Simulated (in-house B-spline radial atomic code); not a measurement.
**Removing one electron from Fe⁸⁺**

Closed shell [Ne] 3s2 3p6. Computed with an all-electron radial atomic-structure program (B-spline basis): Koopmans values of Dirac-Hartree-Fock plus a diagonal self-energy, in second order or with its direct term screened (direct RPA, with the hole-particle interaction, or full time-dependent Hartree-Fock), linearised in energy; no-pair Dirac-Coulomb Hamiltonian, finite nucleus. Shifts add to the Koopmans value (the ΔSCF shift is orbital relaxation alone); the final value takes TDHF screening with Breit and QED.

Command:
```bash
python run_mb.py task.json out
```
Settings (nuclear radius in fm, box in bohr, cutoff in hartree):
```
basis_form          2
Z                   26
core_configuration  [Ne] 3s2 3p6
rms_radius          3.7377
mass_number         56
speed_of_light      137.036
box_radius          8.273
lmax                7
intervals           62
virtual_cutoff      2704.0
```

Run time, properties included: 9.1 s on 1 thread of Intel(R) Xeon(R) 6975P-C, on a shared host.

Energies in eV:

```csv
subshell,Koopmans,ΔSCF shift,second order,direct RPA,hole-particle,TDHF,Breit + QED,final
3p3/2,233.56,-1.044,?,?,?,?,?,?
3p1/2,235.60,-1.070,0.390,0.476,0.236,0.277,-0.111,235.76
```

(1) What does the self-energy do to 3p3/2?

Results:

(1) It shifts the removal energy by 0.426 eV in second order, 0.489 with direct RPA, 0.269 with the hole-particle term and 0.313 with TDHF screening (quasi-particle weight 0.977); Breit and QED add -0.062 eV. The final value is 233.81 eV, against 233.6 ± 0.4 eV (NIST, semi-empirical).
